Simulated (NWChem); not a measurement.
System: AlH₂ cation; SMILES [AlH2+]

```xyz
3

Al     0.0000     0.0000     0.0000
H      0.0000     0.0000    -1.5536
H      0.0000     0.0000     1.5536
```
Atoms are numbered in this order, from 1.

All runs: NWChem. The geometry was optimised at PBE0-D3(BJ)/def2-TZVP. Vzz is the largest principal value of the second derivative of the potential at the nucleus (NWChem prints the opposite sign); η is the asymmetry. Non-relativistic.

```
level                Vzz Al1 (a.u.)  η Al1
-------------------  --------------  -----
PBE/def2-SVP                 -1.819   0.00
PBE/def2-TZVP                     …   0.00
CAM-B3LYP/def2-TZVP          -2.199   0.00
CAM-B3LYP/def2-SVP           -1.883   0.00
```

**Question.** Fill in the missing entries.

**Answer.** 
- PBE/def2-TZVP, Vzz Al1 (a.u.): -2.121
